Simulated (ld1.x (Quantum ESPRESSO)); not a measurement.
**Configuration tests for oxygen (TM semilocal)**

- Element: O
- Generator: ld1.x (Quantum ESPRESSO) 7.5
- Type: norm-conserving Troullier–Martins (semilocal form)
- Functional: PBE
- Relativity: scalar-relativistic
- Frozen core: [He]
- Valence charge: 6
- Reference configuration: 2s2 2p4
- Partial waves: 2p (bound): rc 1.75 bohr; 2s (bound): rc 0.85 bohr
- Local potential: the s channel
- Core correction: none

Energies are relative to the spin-unpolarised reference configuration 2s2 2p4; without spin polarisation the order of configurations can differ from experiment.

```tsv
valence configuration	charge	ΔE all-electron (eV)	error AE − PS (meV)
2s2 2p3	+1	16.431	+7.9
2s2 2p2	+2	50.017	+249
2s2 2p1	+3	103.886	+1312
2s2 2p3.5	+0.5	6.286	-2.1
2s2 2p0	+4	180.791	+4118
```

(1) What are ΔE and the potential's error for 2s2 2p4.3?

(2) What are ΔE and the potential's error for 2s0 2p6?

Levels in the configuration 2s2 2p0:

| level | all-electron (eV) | pseudo (eV) |
| --- | --- | --- |
| 2s | -102.724 | -101.036 |

Answers

(1) ΔE = -2.123 eV all-electron; the error (AE − PS) is -1.4 meV.

(2) ΔE = 29.937 eV all-electron; the error (AE − PS) is +8.0 meV.
